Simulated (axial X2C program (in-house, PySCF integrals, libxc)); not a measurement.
# YbSe⁺: a free-ion multiplet in an axial field

Calculated with an in-house all-electron X2C program for linear molecules (integrals from PySCF): two-component X2C with atomic mean-field Coulomb and Gaunt terms, basis Yb dyall-v3z, Se dyall-v3z (cores contracted in-house). Orbitals come from Hartree–Fock averaged over the configuration Yb f13 s0; CI then distributes these electrons over the f, s shells of Yb.

R = 2.353 Å.

**Question.** Which level do Hund's rules give for f13, how many Ω levels does it split into, and what is its Landé factor?

**Answer.** S = 1/2, L = 3, J = 7/2 (2F7/2). It gives Ω = 1/2 to 7/2, 4 levels. gJ = 3/2 + [S(S+1) − L(L+1)]/[2J(J+1)] = 1.143, so g∥ = 2gJΩ.

The computed levels compare thus:

```tsv
Ω	energy (cm⁻¹)	g∥ computed	2gJΩ
1/2	0	1.14	1.14
3/2	142	3.46	3.43
5/2	506	5.74	5.71
7/2	971	8.00	8.00
```

The 4 lowest levels are just these Ω; they span 971 cm⁻¹, the lowest has Ω = 1/2, and the next level lies at 10077 cm⁻¹. Departures of g∥ from 2gJΩ come from intermediate coupling and from mixing with the higher-lying level J − 1 of the term. The computed g∥ is the magnitude of 2⟨Lz + ge Sz⟩.

Dynamic correlation is missing, so gaps between terms are too wide and other configurations may lie lower; the lowest level listed is that of this model, not necessarily the ground state. At most 4 roots were kept for each Ω > 0 (twice that for Ω = 0) within 2.2 eV of the lowest, so higher up levels can be missing between those listed; levels with Ω > 0 are doubly degenerate and listed once, Ω = 0 levels singly. States that fill the shells left empty in the average are placed too high.
